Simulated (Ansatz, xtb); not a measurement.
**C2H6ClIn: which of two isomers lies lower**

Structure a: `[CH3][In]([CH3])[Cl]`, a singlet. Structure b: `C[CH2][InH][Cl]`, a singlet. Both are isolated molecules in the gas phase, relaxed with PBE0-D4/def2-SVP, each in the lowest conformer that the search found.

Quicker runs give these differences E(b) − E(a): GFN2-xTB −3.4 kcal/mol; HF/STO-3G +11.6 kcal/mol (at GFN2-xTB geometries); r2SCAN-D4/def2-SVP +8.1 kcal/mol (at GFN2-xTB geometries).

Problem. Which of the two would you expect CCSD(T)/def2-SVP + ΔMP2/def2-TZVPP electronic energies to favour?

Solution. Structure a; the calculation gives E(b) − E(a) = +11.0 kcal/mol.

The same difference at several levels:

```
                             level          geometry  E(b) − E(a) (kcal/mol)  departure from the last row (kcal/mol)  job, with rough time for the two
                          GFN2-xTB          GFN2-xTB                      −3.4                                   −14.3              optimisation, 0.26 s
                         HF/STO-3G          GFN2-xTB                     +11.6                                    +0.6               single point, 1.1 s
                r2SCAN-D4/def2-SVP          GFN2-xTB                      +8.1                                    −2.8                 single point, 3 s
                  PBE0-D4/def2-SVP  PBE0-D4/def2-SVP                      +7.3                                    −3.7             optimisation, 2.2 min
                       HF/def2-SVP  PBE0-D4/def2-SVP                      +7.4                                    −3.5           part of the CCSD(T) run
                      MP2/def2-SVP  PBE0-D4/def2-SVP                      +8.3                                    −2.6           part of the CCSD(T) run
                  CCSD(T)/def2-SVP  PBE0-D4/def2-SVP                      +7.3                                    −3.6                      single point
CCSD(T)/def2-SVP + ΔMP2/def2-TZVPP  PBE0-D4/def2-SVP                     +11.0                                                        single point, 27 s
```

As drawn, b has 1 C–C, 1 In–H in place of 1 C–In, 1 C–H.

GFN2-xTB puts the two in the other order. The largest departure from CCSD(T)/def2-SVP + ΔMP2/def2-TZVPP is that of GFN2-xTB, 14.3 kcal/mol. The last row adds to CCSD(T) the change of the MP2 difference between the two basis sets, here +3.6 kcal/mol, a large step that makes the value less sure.

With harmonic frequencies from PBE0-D4/def2-SVP (ideal gas, rigid rotor, one conformer each, 298.15 K, 1 atm): on the last row, ΔE + ΔZPE = +10.7 kcal/mol. A mode under 50 cm⁻¹ makes harmonic enthalpies and free energies unreliable, so none is given.

The correlated steps freeze 11 core orbitals; the filled d shell of In is correlated, in a basis made for valence electrons. Atoms past krypton carry core potentials in the def2 sets, other sets are all-electron and non-relativistic, and no spin–orbit term is included. Codes used: Ansatz 0.2.0, xtb 6.7.1; the last row on 2 threads of Intel(R) Xeon(R) Platinum 8375C CPU @ 2.90GHz (Ice Lake) on a shared host.
